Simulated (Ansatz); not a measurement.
Reaction (formal exchange of groups at a B–B bond): `B[BH][GeH3]` + `C#CC` → `BC#C` + `C[BH][GeH3]`

Program: Ansatz. Geometries: PBE0-D4/def2-TZVP. ΔE: electronic, gas phase. CCSD(T)/CBS is the MP2 limit (def2-TZVPP, def2-QZVPP) plus CCSD(T) − MP2 in def2-TZVPP, frozen cores. This one scheme is used for every species. Functionals use def2-TZVPP. For Ge outer-core shells are correlated without core-valence functions, which leaves a few kJ/mol of doubt a bond. Scalar relativity is left out up to krypton.

`B[BH][GeH3]`:

```xyz
9

B    -1.372    0.569   -0.877
B    -0.814   -0.043    0.496
Ge    1.240   -0.377    0.425
H    -1.361    1.750   -1.092
H    -1.691   -0.135   -1.797
H    -1.341   -0.337    1.527
H     1.917    0.441    1.541
H     1.906    0.001   -0.909
H     1.514   -1.870    0.686
```

`C#CC`:

Cartesian coordinates in Å:
```
C 0.159 -0.498 -1.618
C 0.047 -0.147 -0.476
C -0.089 0.278 0.903
H 0.258 -0.810 -2.630
H -0.983 0.891 1.036
H -0.167 -0.583 1.570
H 0.776 0.869 1.215
```

`BC#C`:

```xyz
6

B     0.256   -0.865   -0.686
C    -0.083    0.281    0.222
C    -0.356    1.204    0.955
H    -0.037   -1.979   -0.373
H     0.816   -0.658   -1.719
H    -0.596    2.017    1.600
```

`C[BH][GeH3]`:

Cartesian coordinates in Å:
```
C 0.900 -0.904 -0.962
B 0.522 0.430 -0.274
Ge -1.042 0.622 1.063
H 1.953 -0.991 -1.241
H 0.347 -0.853 -1.918
H 0.560 -1.814 -0.465
H 1.125 1.428 -0.558
H -0.482 0.979 2.457
H -1.882 -0.661 1.226
H -2.001 1.764 0.673
```

| species | BLYP energy (Eh) |
| --- | --- |
| `B[BH][GeH3]` | -2130.26874 |
| `C#CC` | -116.64788 |
| `BC#C` | -102.77456 |
| `C[BH][GeH3]` | -2144.16723 |

(1) Work out ΔE.

Largest T1 diagnostic among the species: 0.014.

Answers

(1) ΔE = (-102.77456) + (-2144.16723) − (-2130.26874) − (-116.64788) = -0.02517 Eh = -66.1 kJ/mol. CCSD(T)/CBS gives -70.3 kJ/mol.

Leaving LDA and LC-ωPBE aside and taking each functional with its dispersion term where it has one, the values, not all of them listed here, spread over 12.4 kJ/mol, from B2PLYP to PBE-D4. LDA lies +4.8 kJ/mol from PBE without D4. From BLYP to BHLYP (50 % exact exchange), in def2-TZVPP and without D4, ΔE moves by −3.4 kJ/mol.
